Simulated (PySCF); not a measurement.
A species of formula C3H11PSSi2 has this rotational fingerprint, computed with CAM-B3LYP/def2-SVPD in PySCF (dipole) on a GFN2-xTB geometry, gas phase:

| Property | Result |
| --- | --- |
| Rotational constants | A = 1500, B = 1020, C = 836.7 MHz |
| Dipole components | \|μa\| = 0.07 D, \|μb\| = 2.15 D, \|μc\| = 0.21 D |
| Inertial defect | -228.30 u·Å² |
| κ | -0.45 |

Question: Which candidate fits, each taken in the one conformer that was computed?
A. `[PH2:1][SiH2:2][S:3][SiH2:4][CH:5]1[CH2:6][CH2:7]1` with H–P1–Si2–S3 41° and -52°, P1–Si2–S3–Si4 167°, Si2–S3–Si4–C5 -177°, S3–Si4–C5–C6 119°
B. `[PH2:1][Si@H:2]1[CH2:3][CH2:4][CH2:5][SiH2:6][S:7]1` with H–P1–Si2–C3 174° and 81°, P1–Si2–C3–C4 57°, Si2–C3–C4–C5 72°, C3–C4–C5–Si6 -71°, C4–C5–Si6–S7 58°
C. `[SiH3:1][Si@@H:2]([PH2:3])[CH:4]1[CH2:5][S:6][CH2:7]1` with Si1–Si2–P3–H -61° and 32°, Si1–Si2–C4–C5 53°, Si2–C4–C5–S6 -96°, C4–C5–S6–C7 -17°, C5–S6–C7–C4 17°, Si2–C4–C7–S6 95°
D. `[PH2:1][SiH2:2][SiH2:3][C@@H:4]1[CH2:5][CH2:6][S:7]1` with H–P1–Si2–Si3 -161° and -68°, P1–Si2–Si3–C4 27°, Si2–Si3–C4–C5 166°, Si3–C4–C5–C6 -96°, C4–C5–C6–S7 -16°, C5–C6–S7–C4 13°, Si3–C4–S7–C6 105°

Answer: B. It is P[Si@H]1CCC[SiH2]S1, an asymmetric top, point group C1. The candidates at the same level (rigid rotor, commonest isotopes):

| SMILES | A (MHz) | B (MHz) | C (MHz) | μa (D) | μb (D) | μc (D) | Δ (u·Å²) | point group | rotor |
| --- | --- | --- | --- | --- | --- | --- | --- | --- | --- |
| [SiH3][Si@@H](P)C1CSC1 | 1637 | 850.6 | 667.9 | 0.37 | 0.70 | 0.50 | -146.17 | C1 | asymmetric top |
| P[SiH2][SiH2][C@@H]1CCS1 | 1996 | 714.9 | 613.3 | 1.29 | 0.87 | 0.29 | -136.02 | C1 | asymmetric top |
| P[Si@H]1CCC[SiH2]S1 | 1500 | 1020 | 836.7 | 0.07 | 2.15 | 0.21 | -228.30 | C1 | asymmetric top |
| P[SiH2]S[SiH2]C1CC1 | 5058 | 394.7 | 382.9 | 1.58 | 0.21 | 0.27 | -60.59 | C1 | near-prolate asymmetric top |

`[SiH3][Si@@H](P)C1CSC1` has C 20 % too low; `P[SiH2]S[SiH2]C1CC1` has A 237 % too high; `P[SiH2][SiH2][C@@H]1CCS1` has A 33 % too high. No structure here is proved a minimum.
